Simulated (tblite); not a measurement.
Input of a run (GFN2-xTB geometry optimisation, gas phase (tblite 0.8.0)), started from a force field or distance geometry:
```
{"job": {"kind": "relax", "xc": "GFN2-xTB", "basis": "xTB"}, "charge": 0, "multiplicity": 1}
C      4.310500    -0.010900    -0.028000
O      3.135200     0.704800     0.324100
C      1.862000     0.300700     0.031400
C      1.392400    -0.523700    -0.882200
C     -0.005400    -0.733200    -0.936000
C     -0.770500    -0.071300    -0.105100
N     -2.163100    -0.045500     0.077900
C     -2.842400    -1.298300     0.336800
C     -2.907100     1.197900     0.024000
Si     0.374900     0.959700     0.949600
H      5.239000     0.493300     0.322400
H      4.337900     0.006100    -1.153500
H      4.317900    -1.056900     0.321900
H      2.115400    -1.054100    -1.554100
H     -0.481100    -1.415700    -1.678700
H     -3.630900    -1.209900     1.129700
H     -2.080000    -2.055900     0.597600
H     -3.342000    -1.605400    -0.617900
H     -2.276100     2.070700     0.299600
H     -3.352300     1.278200    -0.970100
H     -3.760000     1.120800     0.738900
H      0.147600     2.387900     0.696400
H      0.373400     0.587600     2.358200
```

Output (eV, eV/Å):
```
step      E/eV     max force
  0    -823.03322    3.431
  1    -823.32421    1.844
  2    -823.44131    0.666
  3    -823.52897    0.507
  4    -823.57109    0.453
  5    -823.59951    0.391
  6    -823.61937    0.292
  7    -823.63650    0.297
  8    -823.65274    0.335
  9    -823.66888    0.257
 10    -823.68319    0.265
 11    -823.69536    0.303
 12    -823.70730    0.245
 13    -823.72136    0.276
 14    -823.73683    0.286
 15    -823.75006    0.213
 16    -823.75973    0.215
 17    -823.76787    0.217
 18    -823.77653    0.260
 19    -823.78579    0.200
 20    -823.79520    0.223
 21    -823.80533    0.329
 22    -823.81723    0.357
 23    -823.83054    0.298
 24    -823.84255    0.283
 25    -823.85117    0.215
 26    -823.85759    0.166
 27    -823.86421    0.223
 28    -823.87104    0.177
 29    -823.87622    0.142
 30    -823.87976    0.146
 31    -823.88343    0.163
 32    -823.88860    0.194
 33    -823.89510    0.180
 34    -823.90149    0.166
 35    -823.90674    0.140
 36    -823.91177    0.161
 37    -823.91763    0.197
 38    -823.92288    0.167
 39    -823.92647    0.144
 40    -823.92942    0.149
 41    -823.93262    0.159
 42    -823.93748    0.158
 43    -823.94111    0.130
 44    -823.94453    0.125
 45    -823.94760    0.129
 46    -823.95107    0.126
 47    -823.95451    0.151
 48    -823.95756    0.131
 49    -823.96014    0.110
 50    -823.96235    0.109
 51    -823.96465    0.111
 52    -823.96718    0.113
 53    -823.96976    0.085
 54    -823.97175    0.093
 55    -823.97404    0.105
 56    -823.97617    0.117
 57    -823.97819    0.096
 58    -823.98008    0.097
 59    -823.98217    0.095
 60    -823.98439    0.110
 61    -823.98655    0.105
 62    -823.98849    0.096
 63    -823.99050    0.094
 64    -823.99263    0.137
 65    -823.99517    0.161
 66    -823.99751    0.126
 67    -823.99921    0.074
 68    -824.00021    0.073
 69    -824.00099    0.066
 70    -824.00170    0.060
 71    -824.00259    0.070
 72    -824.00321    0.062
 73    -824.00411    0.078
 74    -824.00510    0.076
 75    -824.00621    0.072
 76    -824.00715    0.065
 77    -824.00793    0.063
 78    -824.00860    0.060
 79    -824.00913    0.053
 80    -824.00948    0.041
 81    -824.00977    0.047
 82    -824.01014    0.050
 83    -824.01071    0.058
 84    -824.01132    0.050
 85    -824.01176    0.040
 86    -824.01206    0.034
 87    -824.01233    0.035
 88    -824.01263    0.041
 89    -824.01291    0.040
 90    -824.01317    0.042
 91    -824.01343    0.040
 92    -824.01373    0.040
 93    -824.01407    0.035
 94    -824.01439    0.037
 95    -824.01470    0.037
 96    -824.01500    0.035
 97    -824.01529    0.041
 98    -824.01563    0.041
 99    -824.01609    0.052
100    -824.01659    0.062
101    -824.01723    0.061
102    -824.01783    0.062
103    -824.01822    0.044
104    -824.01839    0.050
105    -824.01864    0.037
106    -824.01889    0.028
107    -824.01917    0.029
108    -824.01939    0.030
109    -824.01958    0.026
110    -824.01975    0.023
111    -824.01989    0.023
112    -824.02001    0.023
113    -824.02010    0.020
114    -824.02016    0.018
115    -824.02021    0.017
116    -824.02025    0.017
117    -824.02031    0.016
118    -824.02036    0.014
119    -824.02039    0.013
120    -824.02042    0.010
121    -824.02044    0.011
122    -824.02046    0.008
```

Problem. Summarise the run.

Solution. The energy falls by 0.987 eV over 122 L-BFGS steps, the largest force on an atom goes from 3.43 to 0.008 eV/Å, and the atoms move by 0.645 Å rms after alignment. The bond that changes most is C5=C6 (alkene CH carbon to vinylic carbon bearing nitrogen), which lengthens by 0.045 Å. Bonds longer at the end by more than 0.005 Å: 7 of 23; shorter: 13. Among the angles that change most is C1–O2–C3, from 124.6° to 116.7°. Among the dihedrals that turn most is C5–C6–N7–C8, from 56° to -11°. The energy never rose by more than 1e-5 eV on the way. The first step brought 29 % of the lowering.

Problem. What are the final bond lengths?

Solution. C1–O2 1.406 Å, O2–C3 1.368 Å, C3=C4 1.345 Å, C4–C5 1.450 Å, C5=C6 1.354 Å, C6–N7 1.379 Å, N7–C8 1.444 Å, N7–C9 1.440 Å, C6–Si10 1.900 Å, C3–Si10 1.887 Å, C1–H11 1.089 Å, C1–H12 1.095 Å, C1–H13 1.096 Å, C4–H14 1.080 Å, C5–H15 1.079 Å, C8–H16 1.089 Å, C8–H17 1.089 Å, C8–H18 1.098 Å, C9–H19 1.088 Å, C9–H20 1.099 Å, C9–H21 1.091 Å, Si10–H22 1.465 Å, Si10–H23 1.464 Å. Numbering counts from 1 in the input's order; the species is `COC1=CC=C(N(C)C)[SiH2]1`.

Hardware: one thread of an Arm Neoverse V1, shared host with 32 logical CPUs at a one-minute load of 28. Cost: 1.4 s wall.

Its GFN2-xTB frequencies are all real (lowest 58 cm⁻¹). One conformer, not necessarily the lowest.

All values are computed, not measured.
